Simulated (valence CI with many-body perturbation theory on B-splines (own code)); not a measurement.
# Energy levels of Sm⁵⁴⁺

Method: valence CI with perturbative core correlation (CI+MBPT): six valence electrons over a frozen Dirac-Fock core [He], a basis of 9 s, 9 p, 8 d, 6 f, 3 g, 1 h functions for each j, with the one-electron correlation potential Σ1 (screened to all orders), the two-electron term Σ2, the three-electron term Σ3, Breit, model QED; selected single and double excitations, second order for the rest, scaled by the run's own slope (own B-spline code, finite nucleus).

The last digits are not significant, and no measured levels were compared; by estimate large intervals hold to a few tenths of a per cent, small ones and those within an open d or f shell to about a per cent. Among the levels kept, up to 2100 cm⁻¹ of a level comes from second order outside the variational space, and about a tenth of that is noise between levels of different J, which matters for small intervals.

Levels 1 to 45 of 64, with energies above the lowest level, (2s^2 2p1/2^2 2p3/2^2) J=2. "Leading %" is the weight of the configuration and term that name the level; weights of strongly mixed levels are sums over their largest components and can fall short, and the name can then belong to a minority configuration. In the jj column 3d3/2^4 stands for four electrons in 3d with j = 3/2. Lifetimes count E1, E2, E3, M1 and M2 decay at the calculated energies, and are blank where another channel may lead or the interval is too uncertain; long ones can be off by a factor of two.

```tsv
No.	Configuration	Term	J	E (eV)	Leading %	g	Lifetime	Leading jj
1	2s2 2p4	3P	2	0.0	69	1.322		2s^2 2p1/2^2 2p3/2^2 (100 %)
2	2s2 2p4	1S	0	46.7	64		20.7 ms	2s^2 2p1/2^2 2p3/2^2 (100 %)
3	2s2 2p4	3P	1	623.3	100	1.479	390 ps	2s^2 2p1/2 2p3/2^3 (100 %)
4	2s2 2p4	1D	2	641.2	69	1.129	853 ps	2s^2 2p1/2 2p3/2^3 (100 %)
5	2s 2p5	3P°	2	937.4	100	1.475	458 fs	2s 2p1/2^2 2p3/2^3 (100 %)
6	2s 2p5	1P°	1	1002.5	59	1.182	182 fs	2s 2p1/2^2 2p3/2^3 (99 %)
7	2s2 2p4	3P	0	1282.0	64		137 ps	2s^2 2p3/2^4 (99 %)
8	2s 2p5	3P°	0	1570.0	100		237 fs	2s 2p1/2 2p3/2^4 (100 %)
9	2s 2p5	3P°	1	1604.2	59	1.264	203 fs	2s 2p1/2 2p3/2^4 (99 %)
10	2p6	1S	0	1973.6	99		114 fs	2p1/2^2 2p3/2^4 (99 %)
11	2s2 2p3 3s	3P°	2	5984.7	48	1.503	21.1 fs	2s^2 2p1/2^2 2p3/2 3s (100 %)
12	2s2 2p3 3s	1P°	1	5992.1	32	1.164	8.86 fs	2s^2 2p1/2^2 2p3/2 3s (100 %)
13	2s2 2p3 3p	3P	1	6077.7	31	1.489	1.88 ps	2s^2 2p1/2^2 2p3/2 3p1/2 (100 %)
14	2s2 2p3 3p	3D	2	6079.5	25	1.175	1.22 ps	2s^2 2p1/2^2 2p3/2 3p1/2 (100 %)
15	2s2 2p3 3p	3D	3	6255.6	49	1.332	1.43 ps	2s^2 2p1/2^2 2p3/2 3p3/2 (100 %)
16	2s2 2p3 3p	3P	1	6255.8	35	1.354	1.34 ps	2s^2 2p1/2^2 2p3/2 3p3/2 (100 %)
17	2s2 2p3 3p	3P	2	6278.4	44	1.318	1.53 ps	2s^2 2p1/2^2 2p3/2 3p3/2 (99 %)
18	2s2 2p3 3p	3P	0	6299.1	71		539 fs	2s^2 2p1/2^2 2p3/2 3p3/2 (99 %)
19	2s2 2p3 3d	3D°	2	6353.4	33	1.031	20.4 fs	2s^2 2p1/2^2 2p3/2 3d3/2 (99 %)
20	2s2 2p3 3d	3F°	3	6360.1	27	1.095	258 fs	2s^2 2p1/2^2 2p3/2 3d3/2 (97 %)
21	2s2 2p3 3d	3D°	1	6363.0	33	1.101	5.48 fs	2s^2 2p1/2^2 2p3/2 3d3/2 (99 %)
22	2s2 2p3 3d	3P°	0	6364.9	63		2.82 ps	2s^2 2p1/2^2 2p3/2 3d3/2 (100 %)
23	2s2 2p3 3d	3F°	4	6401.6	50	1.247	17.1 ps	2s^2 2p1/2^2 2p3/2 3d5/2 (100 %)
24	2s2 2p3 3d	3D°	2	6410.9	34	1.238	2.08 fs	2s^2 2p1/2^2 2p3/2 3d5/2 (98 %)
25	2s2 2p3 3d	3D°	3	6424.5	46	1.198	940 as	2s^2 2p1/2^2 2p3/2 3d5/2 (97 %)
26	2s2 2p3 3d	3D°	1	6433.7	35	1.051	1.41 fs	2s^2 2p1/2^2 2p3/2 3d5/2 (99 %)
27	2s2 2p3 3s	5S°	2	6592.3	54	1.582	35.8 fs	2s^2 2p1/2 2p3/2^2 3s (99 %)
28	2s2 2p3 3s	3S°	1	6601.9	55	1.305	8.06 fs	2s^2 2p1/2 2p3/2^2 3s (100 %)
29	2s2 2p3 3s	3D°	3	6615.4	100	1.310	31.4 fs	2s^2 2p1/2 2p3/2^2 3s (100 %)
30	2s2 2p3 3s	1D°	2	6622.1	66	1.032	9.02 fs	2s^2 2p1/2 2p3/2^2 3s (100 %)
31	2s2 2p3 3s	3P°	0	6654.7	100		19.7 fs	2s^2 2p1/2 2p3/2^2 3s (100 %)
32	2s2 2p3 3s	3P°	1	6657.8	66	1.311	14.5 fs	2s^2 2p1/2 2p3/2^2 3s (100 %)
33	2s2 2p3 3p	5P	1	6683.4	46	1.643	3.58 ps	2s^2 2p1/2 2p3/2^2 3p1/2 (100 %)
34	2s2 2p3 3p	3F	2	6691.1	34	1.206	2.14 ps	2s^2 2p1/2 2p3/2^2 3p1/2 (100 %)
35	2s2 2p3 3p	3F	3	6707.5	44	1.092	1.54 ps	2s^2 2p1/2 2p3/2^2 3p1/2 (100 %)
36	2s2 2p3 3p	3P	2	6736.4	52	1.311	733 fs	2s^2 2p1/2 2p3/2^2 3p1/2 (99 %)
37	2s2 2p3 3p	3D	1	6745.2	73	0.645	1.55 ps	2s^2 2p1/2 2p3/2^2 3p1/2 (99 %)
38	2s2 2p3 3p	3P	0	6781.5	64		781 fs	2s^2 2p1/2 2p3/2^2 3p1/2 (98 %)
39	2s 2p4 3s	5P	3	6846.3	41	1.479	108 fs	2s 2p1/2^2 2p3/2^2 3s (56 %)
40	2s2 2p3 3p	3P	2	6859.8	33	1.419	65.5 fs	2s^2 2p1/2 2p3/2^2 3p3/2 (84 %)
41	2s2 2p3 3p	3P	0	6864.7	100		1.22 ps	2s^2 2p1/2 2p3/2^2 3p3/2 (99 %)
42	2s2 2p3 3p	5P	3	6872.7	32	1.365	211 fs	2s^2 2p1/2 2p3/2^2 3p3/2 (73 %)
43	2s2 2p3 3p	1P	1	6878.1	49	0.978	694 fs	2s^2 2p1/2 2p3/2^2 3p3/2 (98 %)
44	2s2 2p3 3p	3F	4	6885.5	100	1.230	1.13 ps	2s^2 2p1/2 2p3/2^2 3p3/2 (100 %)
45	2s 2p4 3s	3P	2	6886.2	48	1.377	12.5 fs	2s 2p1/2^2 2p3/2^2 3s (79 %)
```

The ionisation energy to 2s2 2p3 2P°_3/2 of the next ion comes out as 11061 eV (NIST: 11060 ± 5 eV (theoretical)). All 64 levels together are meant to be complete up to 7005.8 eV.
